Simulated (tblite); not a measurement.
Species: C5H9N3OSi.
Atom-mapped SMILES: `[CH3:1][CH2:2][c:3]1[n:4][n:5][c:6]([CH:7]=[O:8])[n:9]1[SiH3:10]` (hydrogens: H11, H12, H13 on C1; H14, H15 on C2; H16 on C7; H17, H18, H19 on Si10)

Computed with GFN2-xTB (tblite), gas phase: L-BFGS steps from a force-field or distance-geometry start until the largest atomic force falls under 0.01 eV/Å.

Step 0: E = -812.8257 eV
```
atom  x, y, z in Å  |  force x, y, z in eV/Å
C1     -2.6454    0.2754    0.2451   -0.776   0.087   0.394
C2     -1.6897    0.3540   -0.9333    0.713  -0.298   0.172
C3     -0.4594   -0.4886   -0.6838    0.223  -0.450  -0.324
N4     -0.3559   -1.7407   -1.0592    1.345  -0.482   0.554
N5      0.8856   -2.1980   -0.6804   -1.489   0.388  -0.647
C6      1.5260   -1.2054   -0.1060   -0.582  -0.718  -0.383
C7      2.8770   -1.3723    0.3781    1.222   1.392   1.080
O8      3.5661   -0.5069    0.9299   -1.414  -1.018  -0.935
N9      0.7112   -0.1102   -0.0762   -0.356   1.333   0.282
Si10    1.0889    1.4538    0.6138    0.744   1.163   0.680
H11    -2.9716   -0.7556    0.4341    0.198   0.252  -0.144
H12    -2.2080    0.6613    1.1680    0.101  -0.030  -0.144
H13    -3.5542    0.8725    0.0422    0.453  -0.264   0.015
H14    -1.4202    1.3892   -1.1431    0.177   0.018   0.159
H15    -2.1955   -0.0165   -1.8193    0.052  -0.316  -0.118
H16     3.2890   -2.3857    0.2414   -0.263   0.044  -0.142
H17    -0.0843    2.3638    0.5461    0.183  -0.460  -0.097
H18     2.1877    2.0965   -0.1574   -0.375  -0.432   0.145
H19     1.4427    1.3229    2.0528   -0.157  -0.210  -0.548
```

Q: Estimate the geometry and energy of step 1. (The exact step hangs on the optimiser's Hessian estimate; all steps are aligned on step 0, rigid shifts and turns removed.)

A: E = -812.9474 eV, largest force 2.652 eV/Å
```
atom  x, y, z in Å  |  force x, y, z in eV/Å
C1     -2.6565    0.2766    0.2507    0.014  -0.004   0.096
C2     -1.6795    0.3497   -0.9308    0.172  -0.301   0.082
C3     -0.4562   -0.4951   -0.6884    0.211   0.168  -0.016
N4     -0.3366   -1.7476   -1.0513   -0.086  -0.157  -0.004
N5      0.8644   -2.1925   -0.6896   -0.096  -0.068  -0.163
C6      1.5177   -1.2157   -0.1114   -0.084   0.140   0.078
C7      2.8945   -1.3524    0.3935   -1.631  -1.782  -1.094
O8      3.5459   -0.5214    0.9165    0.923   1.926   0.941
N9      0.7061   -0.0912   -0.0722   -0.113   0.263   0.018
Si10    1.0995    1.4704    0.6235    0.408   0.773   0.411
H11    -2.9687   -0.7520    0.4320    0.090   0.065  -0.076
H12    -2.2065    0.6609    1.1659    0.067  -0.009  -0.063
H13    -3.5477    0.8687    0.0425    0.098  -0.035  -0.061
H14    -1.4176    1.3894   -1.1409    0.192  -0.087   0.177
H15    -2.1947   -0.0210   -1.8210    0.163  -0.220   0.062
H16     3.2852   -2.3851    0.2394   -0.232   0.144  -0.088
H17    -0.0817    2.3572    0.5447    0.120  -0.338  -0.074
H18     2.1823    2.0903   -0.1554   -0.152  -0.279   0.031
H19     1.4405    1.3199    2.0450   -0.064  -0.199  -0.257
```

The energy changes by -0.1217 eV. The first-order estimate −F·Δx gives -0.3202 eV and the mean of the old and new forces, exact on a quadratic surface, -0.1121 eV. The step makes an angle of 0° with the force vector and moves no atom by more than 0.031 Å.

The cost below is that of the whole relaxation. Time: 1.2 s of wall time. Hardware: one thread, Arm Neoverse N1 (aarch64), no GPU, on a shared host.
